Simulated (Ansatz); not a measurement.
Molecule: sum formula H$_{5}$GeO$_{4}$, net charge 1, singlet state. It need not be the lowest isomer of its formula. 
Coordinates optimised at B3LYP-D3(BJ)/def2-TZVP (Ansatz, a first-principles code):
```xyz
10

O      0.1353     1.3559    -1.1613
Ge    -0.0199    -0.1420     0.1118
O     -1.1948     0.6966     1.0663
O     -0.4945    -1.4500    -0.9052
O      1.6044    -0.2470     0.6857
H     -0.2096     2.2210    -0.8827
H     -1.0501     0.7151     2.0228
H     -1.4444    -1.5897    -1.0279
H      2.0382    -1.1060     0.5785
H      0.8994     1.4609    -1.7515
```
Charge +1, spin multiplicity 1.

Basis-set convergence of Hartree-Fock and MP2 correlation energies (hartree) with Ansatz. Cores are frozen in the correlated levels unless marked. Spin-orbit coupling is left out. The frozen core is the preceding noble-gas configuration, with the filled d and f shells of earlier blocks. Non-relativistic.

```csv
basis,functions,E(HF),"E(corr, MP2)"
aug-cc-pVDZ,173,-2377.60238,-0.90849
aug-cc-pVTZ,358,___,___
```

Task: Complete the blanks.

Result: 
- aug-cc-pVTZ, E(HF): -2377.76257
- aug-cc-pVTZ, E(corr, MP2): -1.10675
